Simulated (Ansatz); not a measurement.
One change: `BN[SiH2]NC` becomes `CN[SiH3]`.

Ansatz, PBE0-D4/def2-TZVP geometries, multiplicity 1. Each molecule was computed in one conformer, which needn't be the lowest.

```tsv
property	`BN[SiH2]NC`
LUMO energy (PBE/def2-TZVPP) / eV	-0.98
LUMO energy (ωB97M-V/def2-TZVPP) / eV	1.79
size of the dipole moment (B3LYP/def2-TZVPP) / D	2.46
HOMO–LUMO gap (B3LYP/def2-TZVPP) / eV	6.52
HOMO–LUMO gap (ωB97M-V/def2-TZVPP) / eV	11.14
size of the dipole moment (PBE/def2-TZVPP) / D	2.59
```

Problem. Give the same properties after the change, and the shifts. (Best estimate.)

Solution. Ansatz gave: 
```tsv
property	`CN[SiH3]`	shift
LUMO energy (PBE/def2-TZVPP) / eV	-0.36	0.62
LUMO energy (ωB97M-V/def2-TZVPP) / eV	2.02	0.23
size of the dipole moment (B3LYP/def2-TZVPP) / D	1.26	-1.20
HOMO–LUMO gap (B3LYP/def2-TZVPP) / eV	6.79	0.27
HOMO–LUMO gap (ωB97M-V/def2-TZVPP) / eV	11.15	0.01
size of the dipole moment (PBE/def2-TZVPP) / D	1.29	-1.30
```

With PBE0 the HOMO rises by 0.21 eV and the LUMO rises by 0.49 eV, so the gap widens by about 0.28 eV. PBE moves the HOMO by 0.23 eV and ωB97M-V by 0.22 eV. Dipoles are sizes alone; their direction can turn.

B3LYP here is the variant with VWN-RPA as its local correlation; programs differ in this.
